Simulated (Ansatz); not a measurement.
Isomers of CH5GaS, relaxed with PBE0-D4/def2-TZVP in Ansatz; electronic energies, one conformer each and not always the lowest. Functionals use def2-TZVPP; CBS adds triple-zeta CCSD(T) − MP2 to the MP2 limit of def2-TZVPP and def2-QZVPP.

Outer-core shells of Ga are correlated without core-valence functions. Scalar relativity is left out up to krypton. Spin–orbit coupling is left out.

Q: Order them by energy at frozen-core CCSD(T)/CBS, lowest first. (Best estimate.)
A. `S[CH2][GaH2]`
B. `C[S][GaH2]`
C. `[CH3][GaH][SH]`

A: C (0.0 kcal/mol), B (13.6 kcal/mol), A (36.7 kcal/mol).

Q: How do PBE-D4, ωB97M-V, B2PLYP, r2SCAN-D4 place them (kcal/mol, against `[CH3][GaH][SH]`)? (An estimate is asked.)

A: Computed: 
```csv
isomer,PBE-D4,ωB97M-V,B2PLYP,r2SCAN-D4
`S[CH2][GaH2]`,35.1,36.3,37.7,36.4
`C[S][GaH2]`,11.9,12.9,13.2,12.8
```
